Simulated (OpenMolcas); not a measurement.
A run on V2+ among 2 point charges of -1 e arranged as a linear pair (D∞h), 2.1 Å from the ion.
```
   0.0000    0.0000    2.1000  -1.00
   0.0000    0.0000   -2.1000  -1.00
```

```json
{"Program": "OpenMolcas", "Method": "CASSCF", "Basis": "ANO-RCC-VDZP [5s4p2d1f]", "Scalar Hamiltonian": "DKH2, point nucleus", "Active space": "3 electrons in 5 orbitals (3d)", "State averaging": "2S+1 = 4 even, 10 roots; 2S+1 = 2 even, 40 roots", "Spin-orbit coupling": "RASSI with atomic mean-field integrals over the reference wave functions"}
```

34 basis functions. Blocks (2S+1, parity, CSFs, roots kept): 4, even, 10, 10; 2, even, 40, 40.

How long do the RASSCF and RASSI steps take on 1 thread of Arm Neoverse V1, with other jobs on the host?

About 11 s of wall time, without the integral step.
